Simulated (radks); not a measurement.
Task: Be+, 3 electrons, occupied as [He] 2s1. Calculated with a radial shooting solver on a logarithmic mesh with Libxc functionals: scalar-relativistic Kohn-Sham, exchange-only r2SCAN, spin-polarised, spherical densities, finite nucleus; open shells are filled with parallel spins first; meta-GGA in the generalised Kohn-Sham scheme; Fermi nuclear charge, rms radius 2.519 fm. Some entries of the table are withheld. Estimate them.

orbital,occ.,eigenvalue (hartree),r(max) (bohr),<r> (bohr)
1s up,1,(1),0.2656,0.4168
1s down,1,(2),0.2662,0.4174
2s up,1,-0.53143,(3),2.281
2p up,0,(4),1.960,2.392

Result: 
(1) 1s up eigenvalue (hartree): -4.39372
(2) 1s down eigenvalue (hartree): -4.37757
(3) 2s up r(max) (bohr): 1.900
(4) 2p up eigenvalue (hartree): -0.35762
